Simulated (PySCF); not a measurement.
Calculation: PBE-D3(BJ)/def2-TZVP // TPSS-D3(BJ)/def2-SVP in PySCF. Isolated molecules, 0 K electronic values unless said otherwise. One relaxed conformer stands for a flexible species; it need not be the lowest. 

Reference species: [Zn(SH)2] (neutral, multiplicity 1).

| Item | Result |
|---|---|
| charge on the central atom (meta-Löwdin) | 1.05 e |
| charge on the central atom (Mulliken) | 0.32 e |

Changed species: [Zn(CH3)(SH)] (1 of 2 CH3 replaced by SH; the reference has 2 of 2 CH3 replaced by SH).

Problem. What does the change do to the charge on the central atom (meta-Löwdin) and charge on the central atom (Mulliken)?

Solution. the charge on the central atom (meta-Löwdin) falls by 0.03 e, to 1.02 e; the charge on the central atom (Mulliken) falls by 0.02 e, to 0.30 e.
